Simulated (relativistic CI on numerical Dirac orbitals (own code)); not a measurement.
What each ingredient does to the levels of Hf28+

Base calculation: Dirac-Coulomb-Breit CI, separate exchange-only KLI orbitals for each configuration, a model potential for QED, unscaled Slater integrals.

Configurations in the expansion (outside the closed core [Ar] 3d10): 4s2.4p6.4d8, 4s2.4p5.4d9, 4s2.4p6.4d7.4f, 4s.4p6.4d9, 4s2.4p5.4d8.4f, 4s.4p6.4d8.4f, 4s2.4p6.4d7.5s, 4s2.4p6.4d6.4f.5s, 4s2.4p6.4d7.5p, 4s2.4p5.4d8.5s, 4s2.4p6.4d6.5s.5p, 4s2.4p6.4d7.5f, 4p6.4d9.4f, 4s.4p6.4d7.4f.5s, 4s2.4p6.4d7.6p, 4s2.4p5.4d8.5d, 4s.4p6.4d8.5p, 4s2.4p6.4d7.6f, 4p6.4d9.5p, 4s2.4p6.4d7.7p, 4s.4p6.4d7.5s.5p, 4s2.4p5.4d8.6s, 4s2.4p6.4d7.7f, 4p6.4d10, 4p5.4d10.4f, 4p6.4d9.5s, 4p5.4d10.5s, 4p5.4d9.4f.5s. Double excitations out of closed p, d and f shells are left out; levels of such configurations are missing from the list, as are those of other unlisted configurations, and high levels can miss mixing partners. These lack a partner that the ground configuration has and come out too high: 4s2.4p5.4d8.5d, 4s2.4p5.4d8.6s.

Variants: (1) configuration mixing switched off; (2) one mean potential for all configurations. Shifts of the energy above 4s2.4p6.4d8 3F_4, in cm⁻¹, for the lowest level and the first level of each name with at least 55 % of one term (blank where a level changes its place among those of its configuration and J or its character, or is not in the variant):

| Level | Base | Δ(1) | Δ(2) |
| --- | --- | --- | --- |
| 4s2.4p6.4d8 3F_4 | 0 | 0 | 0 |
| 4s2.4p6.4d8 3P_0 | 88726 | -5071 | -17 |
| 4s2.4p6.4d8 3F_3 | 107815 | -756 | +12 |
| 4s2.4p6.4d8 3P_1 | 151145 | -2020 | +2 |
| 4s2.4p6.4d8 1G_4 | 155190 | +221 | 0 |
| 4s2.4p6.4d8 1S_0 | 324296 | -7973 | -2 |
| 4s2.4p5.4d9 3F°_4 | 1378336 | +35077 | -395 |
| 4s2.4p5.4d9 3D°_3 | 1391328 | +123083 | -528 |
| 4s2.4p6.4d7.4f 5G°_6 | 1480534 | -23137 | -930 |
| 4s2.4p6.4d7.4f 5I°_8 | 1515810 | -23597 | -924 |
| 4s2.4p5.4d9 3P°_0 | 1520644 | +87871 | -511 |
| 4s2.4p6.4d7.4f 3H°_4 | 1609311 | -23740 | -926 |

At this charge energies of transitions that change n are usually good to better than 1 %, and those within a shell (Δn = 0) to a few per cent. Terms inside the open d or f shell come out 10 to 20 % too wide with unscaled integrals.

Ionisation energy from the two ground configurations alone: base 1094.74 eV. The NIST ASD value (theoretical) is 1094 eV.

LS names give the leading component of a level, which can be under half, so a name can repeat, a term be missing and a line seem to break the LS rules.
